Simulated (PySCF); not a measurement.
# What a mistake does to a calculation on B2CH3 cation

These are calculations, not measurements. They come from PySCF 2.14.0, an open-source quantum chemistry program, on an isolated molecule that a program drew, which may never have been made. The molecule is B2CH3 cation (charge +1, singlet), drawn as the SMILES string `B=C[BH+]`.

Each row is a Hartree-Fock (HF) and frozen-core CCSD(T) single point in the cc-pVDZ basis, meant for a local HF minimum. Run 1 is clean. Each other run has one planted mistake out of seven kinds, and not every kind appears here: one electron removed, one electron added, multiplicity raised by two, geometry at a saddle point, minimal basis STO-3G, one bond length entered in bohr, all coordinates scaled. The reference is restricted for singlets and unrestricted otherwise, and also for a bond in bohr. Adding or removing an electron swaps singlet and doublet. Electrons count all cores. HOMO and LUMO are orbital energies over both spins, the gradient is its largest component, and the lowest frequency (negative if imaginary) is given only where the gradient is small. Bond lengths are over the 5 bonds as drawn. T1 is the CCSD diagnostic: over 0.02 (restricted) or 0.045 (unrestricted) a single reference is doubtful.

Geometry of the clean run:
```xyz
6
B2CH3 cation, angstrom
B    -1.8551   -0.8017    1.2507
C    -2.0197    0.5595    0.8817
B    -1.5245    1.1265   -0.3221
H    -1.7170   -1.9262    1.5511
H    -2.5638    1.2144    1.5703
H    -1.1141    1.5906   -1.3171
```

| run | electrons | basis functions | <S^2> | HOMO (eV) | LUMO (eV) | gradient (hartree/bohr) | lowest frequency (cm^-1) | mean bond (Å) | longest bond (Å) | T1 | HF (hartree) | CCSD(T) (hartree) | mistake |
|---|---|---|---|---|---|---|---|---|---|---|---|---|---|
| 1 | 18 | 57 | 0.000 | -16.58 | -4.53 | 1.9e-05 | 243 | 1.2558 | 1.420 | 0.0152 | -88.65171 | -88.94582 | no fault |
| 2 | 18 | 57 | 0.000 | -15.82 | -4.57 | 3.4e-02 | - | 1.3362 | 1.511 | 0.0170 | -88.63123 | -88.93324 | all coordinates scaled |
| 3 | 18 | 57 | 2.015 | -12.94 | -6.96 | 6.6e-02 | - | 1.2558 | 1.420 | 0.0133 | -88.53537 | -88.79659 | multiplicity raised by two |
| 4 | 18 | 18 | 0.000 | -15.73 | -2.21 | 1.5e-02 | - | 1.2558 | 1.420 | 0.0167 | -87.57621 | -87.73586 | minimal basis STO-3G |
| 5 | 19 | 57 | 0.768 | -6.14 | 1.89 | 6.5e-02 | - | 1.2558 | 1.420 | 0.0745 | -88.84090 | -89.16445 | one electron added |
| 6 | 17 | 57 | 0.755 | -26.89 | -14.35 | 7.4e-02 | - | 1.2558 | 1.420 | 0.0112 | -88.08869 | -88.32765 | ? |

**Which mistake was planted in run 6, and what did it cost?**

It counts 17 electrons, one fewer than the clean run, at the same geometry and basis. So the mistake is: one electron removed. Subtracting run 1 and multiplying by 627.51 kcal/mol a hartree, the energy moved by 353.3 kcal/mol in HF and 387.9 kcal/mol in CCSD(T).

Cautions from the logs. Run 5: T1 is over the limit, so its CCSD(T) energy is less reliable.
